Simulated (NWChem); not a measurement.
Molecule: C2HBCl2; SMILES ClB(Cl)C#C

All runs: NWChem. All runs use the structure optimised with PBE0/def2-SVP. Ions are spin-unrestricted doublets at the neutral geometry; other ion states weren't tried.

Among these, which level gives the lowest value of “vertical ionisation energy, ΔSCF (eV)”?
A. BHandHLYP/aug-cc-pVDZ
B. B3LYP/aug-cc-pVDZ
C. PBE/aug-cc-pVDZ

C, PBE/aug-cc-pVDZ. Values: PBE/aug-cc-pVDZ 10.27; B3LYP/aug-cc-pVDZ 10.62; BHandHLYP/aug-cc-pVDZ 10.79
